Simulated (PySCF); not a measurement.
PySCF job for Si(Cl)(F)(SeH)2 (ClFH2Se2Si), SMILES [Si]([SeH])(F)(Cl)[SeH], IEF-PCM-M06-2X/def2-SVP. Geometry optimised at ωB97X-D3(BJ)/def2-SVP. The values are those of a single conformer.

```python
import numpy as np
from pyscf import gto, scf, dft
from pyscf.solvent import pcm

mol = gto.M(
    atom='''
    F    -1.10073370   -0.77050596   -1.56852934
    Si   -0.47635682   -0.15347491   -0.20911811
    Cl   -2.01507855    0.09984624    1.11406827
    Se    0.47729637    1.76297473   -0.87627603
    Se    0.92924733   -1.56270370    0.81417034
    H     1.06494614    1.97887642    0.44992905
    H     1.94450170   -1.40227545   -0.23307845
    ''',
    basis='def2-SVP',
    charge=0,
    spin=0,
    max_memory=1600,
    verbose=3,
)
mf = dft.RKS(mol, xc='m06-2x').density_fit(auxbasis='def2-universal-jkfit')
mf.grids.level = 4
mf.conv_tol = 1e-9
mf.max_cycle = 100
mf.kernel()
res = {}
for name, eps in {'water': 78.355, 'cyclohexanone': 15.619, 'dimethylsulfoxide': 46.826}.items():
    s = mf.PCM()
    s.with_solvent.method, s.with_solvent.eps, s.with_solvent.lebedev_order = 'IEF-PCM', eps, 29
    s.kernel(mf.make_rdm1())
    res[name] = (s.e_tot, eps, s.dip_moment(), s.mo_energy, s.converged)
    print(f'{name}: electrostatic solvation free energy {(s.e_tot - mf.e_tot) * 627.509474:.3f} kcal/mol')
```

Output:

```
converged SCF energy = -5653.10540258459

WARN: PCM is an experimental feature. It is still in testing.
Features and APIs may be changed in the future.

converged SCF energy = -5653.1119039777
Dipole moment(X, Y, Z, Debye):  2.59697,  0.69685,  0.68293
water: electrostatic solvation free energy -4.080 kcal/mol

WARN: PCM is an experimental feature. It is still in testing.
Features and APIs may be changed in the future.

converged SCF energy = -5653.11133158426
Dipole moment(X, Y, Z, Debye):  2.52626,  0.68158,  0.66989
cyclohexanone: electrostatic solvation free energy -3.721 kcal/mol

WARN: PCM is an experimental feature. It is still in testing.
Features and APIs may be changed in the future.

converged SCF energy = -5653.1118046596
Dipole moment(X, Y, Z, Debye):  2.58459,  0.69418,  0.68062
dimethylsulfoxide: electrostatic solvation free energy -4.017 kcal/mol
```

The run converged.
